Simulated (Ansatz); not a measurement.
Relaxation of BF3H (5 atoms, charge 0, multiplicity 2), to a largest force component of 0.03 eV/Å in at most 50 steps.

Level of theory: Ansatz 0.2.0, UKS PBE0/6-31G*.

```xyz
5
Properties=species:S:1:pos:R:3:forces:R:3
B 0.000 0.000 -0.079 0.00 0.00 -0.05
H 0.000 0.000 1.115 0.00 0.00 0.23
F 1.133 0.000 -0.743 0.00 0.00 -0.02
F -1.133 0.000 -0.743 0.00 0.00 -0.02
F 0.000 0.000 3.230 0.00 0.00 -0.14
```

Problem. Where does it end, and by what steps?

Solution. The forces met the threshold. After 34 steps the energy has fallen by 0.813 eV; F5 moved furthest, 1.32 Å. Parted: B1–H2 (1.19 → 2.46 Å). Joined: H2–F5 (2.12 → 0.94 Å).

| step | energy less start (eV) | largest force component (eV/Å) | accepted |
| --- | --- | --- | --- |
| 0 | 0.0000 | 0.232 | yes |
| 2 | -0.0100 | 0.209 | yes |
| 4 | -0.0641 | 0.302 | yes |
| 6 | -0.2649 | 1.533 | yes |
| 8 | -0.3407 | 1.708 | yes |
| 10 | -0.4586 | 4.636 | no |
| 12 | -0.6731 | 0.433 | yes |
| 14 | -0.7522 | 0.562 | yes |
| 16 | -0.7609 | 0.122 | yes |
| 18 | -0.7635 | 0.071 | yes |
| 20 | -0.7769 | 0.272 | yes |
| 22 | -0.7824 | 0.255 | yes |
| 24 | -0.7893 | 0.088 | yes |
| 26 | -0.7927 | 0.117 | yes |
| 28 | -0.7965 | 0.383 | yes |
| 30 | -0.8071 | 0.127 | yes |
| 32 | -0.8081 | 0.106 | yes |
| 34 | -0.8131 | 0.018 | yes |

```xyz
5
Properties=species:S:1:pos:R:3
B 0.000 -0.298 -0.226
H 0.000 -0.540 2.225
F 1.144 0.240 -0.591
F -1.144 0.240 -0.591
F 0.000 0.358 1.963
```

Whether the end is a true minimum wasn't checked by a vibrational analysis.

Time of the run: 78 s on 1 thread of Arm Neoverse V2 (shared host), peak memory 0.14 GiB.
